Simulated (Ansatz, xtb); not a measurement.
# CH2Cl3Ga: where a starting geometry ends

The starting geometry of this gas-phase singlet has its atoms placed at random.

```
atom    x (Å)    y (Å)    z (Å)
   C   1.1770  -0.7692   0.8787
  Cl   0.2668  -0.9169  -1.3211
  Cl  -1.3071   0.5799  -0.5386
  Cl   1.9658  -0.7100  -0.8710
  Ga  -0.9353  -1.5551   1.2274
   H  -1.2071  -0.1478  -1.6402
   H   0.5412  -0.6205  -0.2200
```

Problem. One run relaxed it with r2SCAN-D4/def2-SVP. What is a likely outcome?

Solution. It loosens into CHCl2Ga + ClH, which stay close as a complex. Distances that change by over a tenth: C1–H7 (1.28 → 1.10 Å), Cl2–H6 (1.69 → 2.22 Å). Contacts that open: Cl2–Cl3 (2.31 → 3.42 Å), Cl2–Cl4 (1.77 → 2.98 Å), Cl2–H7 (1.17 → 2.38 Å), Cl4–H7 (1.57 → 2.37 Å). Contacts that close: C1–Cl2 (2.39 → 1.84 Å), C1–Ga5 (2.28 → 2.12 Å).

The energy falls by 17.64 eV over 26 steps:

| step | E − E(last) (eV) |
| --- | --- |
| 1 | 17.644 |
| 4 | 4.629 |
| 7 | 2.110 |
| 9 | 1.528 |
| 12 | 0.792 |
| 15 | 0.097 |
| 18 | 0.014 |
| 20 | 0.005 |
| 23 | 0.000 |
| 26 | 0.000 |

Final geometry (Å):

```xyz
7

C     0.9023   -0.6732   -0.2070
Cl    0.2479   -1.2094   -1.8463
Cl   -2.2641    0.4846   -0.2562
Cl    2.3852   -1.6103    0.1965
Ga   -0.4716   -1.4991    1.1808
H    -1.5056   -0.0062   -1.2057
H     1.2073    0.3741   -0.3470
```

From the same start GFN2-xTB reaches the same bonding as this run.

From so rough a start the end depends on the optimiser's path, so another program may land elsewhere. No frequencies were run, so the end isn't proven a minimum. Run with Ansatz 0.2.0, 98 s on 2 threads of Arm Neoverse V2, with other jobs on the host.
